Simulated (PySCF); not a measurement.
Radial density of N²⁺ (nitrogen, charge +2)

UHF, [He] 2s1 2p2, high-spin 4P determinant (an excited configuration). Calculation: PySCF 2.14, in def2-TZVPPD (6s3p3d1f, 37 functions); the non-relativistic Hamiltonian (point nucleus).

```csv
r (bohr),4πr²ρ (e/bohr),4πr²(ρα − ρβ)
0.00322,0.02530,0.0008
0.00542,0.06964,0.0023
0.00912,0.1866,0.0061
0.0153,0.4847,0.0158
0.0258,1.185,0.0383
0.0434,2.628,0.0833
0.0730,4.940,0.1522
0.123,7.087,0.2136
0.207,6.566,0.2464
0.347,3.370,0.5725
0.585,2.174,1.8013
0.983,2.552,2.5456
1.65,1.043,1.0428
2.78,0.06691,0.0669
4.68,0.0001739,0.0002
```
